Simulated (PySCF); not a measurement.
# J couplings in C4H12GeO

Molfile (atoms numbered from 1):
```
C4H12GeO
     RDKit          3D

 18 17  0  0  0  0  0  0  0  0999 V2000
   -1.9068    0.5242    0.8855 C   0  0  0  0  0  0  0  0  0  0  0  0
   -1.3964   -0.1072   -0.3974 C   0  0  0  0  0  0  0  0  0  0  0  0
    0.1132   -0.3057   -0.4127 C   0  0  1  0  0  0  0  0  0  0  0  0
    0.5910   -0.9809   -1.6881 C   0  0  0  0  0  0  0  0  0  0  0  0
    0.7137    0.9642   -0.2568 O   0  0  0  0  0  0  0  0  0  0  0  0
    2.3697    1.1432    0.3762 Ge  0  0  0  0  0  4  0  0  0  0  0  0
   -2.9983    0.6612    0.8615 H   0  0  0  0  0  0  0  0  0  0  0  0
   -1.6684   -0.1013    1.7613 H   0  0  0  0  0  0  0  0  0  0  0  0
   -1.4398    1.5075    1.0393 H   0  0  0  0  0  0  0  0  0  0  0  0
   -1.8776   -1.0856   -0.5656 H   0  0  0  0  0  0  0  0  0  0  0  0
   -1.6593    0.5271   -1.2619 H   0  0  0  0  0  0  0  0  0  0  0  0
    0.3787   -0.9537    0.4517 H   0  0  0  0  0  0  0  0  0  0  0  0
    0.1148   -1.9646   -1.8187 H   0  0  0  0  0  0  0  0  0  0  0  0
    1.6812   -1.1351   -1.6753 H   0  0  0  0  0  0  0  0  0  0  0  0
    0.3479   -0.3541   -2.5600 H   0  0  0  0  0  0  0  0  0  0  0  0
    2.4937    2.6331    0.7172 H   0  0  0  0  0  0  0  0  0  0  0  0
    2.5113    0.2437    1.6225 H   0  0  0  0  0  0  0  0  0  0  0  0
    3.4109    0.7347   -0.6865 H   0  0  0  0  0  0  0  0  0  0  0  0
  1  2  1  0
  2  3  1  0
  3  4  1  0
  3  5  1  0
  5  6  1  0
  1  7  1  0
  1  8  1  0
  1  9  1  0
  2 10  1  0
  2 11  1  0
  3 12  1  1
  4 13  1  0
  4 14  1  0
  4 15  1  0
  6 16  1  0
  6 17  1  0
  6 18  1  0
M  END
```

Couplings: B3LYP/pcJ-1 (pcSseg-1 on Ge) (without the spin–dipole term) in PySCF 2.14, geometry PBE0-D3(BJ)/def2-SVP; gas phase, one conformer, non-relativistic. Couplings are averaged over pairs made equivalent by symmetry, fast rotation or ring inversion, so a value needn't be that of the named pair in this geometry, while other rotamers aren't included; one pair stands for each set, and the list holds a selection of those of at least 0.8 Hz over up to four bonds, among pairs with at least one C or H atom (others weren't computed).

Isotopes: 13C, 1H, 17O. Couplings to quadrupolar nuclei such as 17O and 33S are rarely resolved in practice.

| pair | bonds | J (Hz) |
| --- | --- | --- |
| C1, C2 | 1 | 38.5 |
| C1, H7 | 1 | 132.5 |
| C2, C3 | 1 | ? |
| C2, H10 | 1 | ? |
| C2, H11 | 1 | ? |
| C3, C4 | 1 | 40.6 |
| C3, O5 | 1 | 22.1 |
| C3, H12 | 1 | 139.2 |
| C4, H13 | 1 | 132.1 |
| C1, C3 | 2 | -1.5 |
| C1, H10 | 2 | -3.6 |
| C1, H11 | 2 | ? |
| C2, H12 | 2 | ? |
| C3, H13 | 2 | ? |
| C4, H12 | 2 | ? |
| C1, C4 | 3 | 4.1 |
| C1, H12 | 3 | 3.7 |
| C2, H13 | 3 | 5.1 |
| C3, H7 | 3 | 5.5 |
| C4, H10 | 3 | 1.5 |
| O5, H10 | 3 | -10.5 |
| O5, H13 | 3 | -3.0 |
| H7, H11 | 3 | 8.2 |
| H10, H12 | 3 | 2.3 |
| H11, H12 | 3 | 11.8 |
| H12, H13 | 3 | ? |

Question: Estimate the withheld couplings, with signs.

Answer: 
- 1J(C2,C3) = 41.2 Hz (bond length 1.523 Å)
- 1J(C2,H10) = 128.7 Hz (bond length 1.103 Å, sp3 carbon)
- 1J(C2,H11) = 131.6 Hz (bond length 1.104 Å, sp3 carbon)
- 2J(C1,H11) = -2.7 Hz (angle at C2 110°)
- 2J(C2,H12) = -1.3 Hz (angle at C3 108°)
- 2J(C3,H13) = -3.2 Hz (mean over equivalent pairs that range from -6.0 to 0.6 Hz in this conformer)
- 2J(C4,H12) = 1.0 Hz (angle at C3 109°)
- 3J(H12,H13) = 7.0 Hz (mean over equivalent pairs that range from 2.0 to 13.8 Hz in this conformer)

Relativistic effects of the heavier atoms present are left out.
